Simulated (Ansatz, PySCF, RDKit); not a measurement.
Noncovalent pair: C2H4 (SMILES C=C) (first 6 atoms) with CH6Si (SMILES C[SiH3]); geometry from B3LYP-D3(BJ)/def2-TZVP, rigid monomers moved along the line of their centres of mass till H3···Si8 is 4.65 Å.
(charge 0, multiplicity 1):
```xyz
14

C      0.491    -0.015     0.018
C     -0.809     0.218     0.125
H      1.218     0.544     0.593
H      0.881    -0.776    -0.648
H     -1.538    -0.341    -0.450
H     -1.196     0.978     0.792
C     -0.664    -1.087     5.104
Si     0.630     0.266     5.195
H     -1.618    -0.740     5.505
H     -0.352    -1.960     5.679
H     -0.819    -1.395     4.069
H      0.199     1.464     4.432
H      1.922    -0.198     4.633
H      0.859     0.678     6.602
```

Interaction energies are E(AB) − E(A) − E(B) at the monomers' geometry in the complex; basis-set methods are counterpoise corrected. Rows marked so take none.

Frozen-core correlation. Rows in 3-21G, 6-31G* carry no dispersion term and start afresh at each structure (6-31G* with six Cartesian d functions). MP2/6-31G* freezes PySCF's default core.

Programs: Ansatz (Gaussian orbitals); PySCF for 3-21G rows, 6-31G* rows, the dispersion terms; RDKit for the force fields. Values without a source in brackets are computed.

```tsv
level	interaction energy (kcal/mol)
MMFF94	-0.50
HF/3-21G (no counterpoise)	-0.36
HF/6-31G*	-0.16
B3LYP-D4/def2-TZVPPD	-0.49
wB97X-V/def2-TZVPPD	-0.55
MP2/6-31G*	___
MP2/6-31G* (no counterpoise)	-0.58
SCS-MP2/aug-cc-pV(D+d)Z	-0.45
CCSD(T)/aug-cc-pV(D+d)Z	-0.53
```

Some entries are withheld; supply them.


- MP2/6-31G*, interaction energy (kcal/mol): -0.32

Ansatz is a quantum-chemistry and plane-wave program.
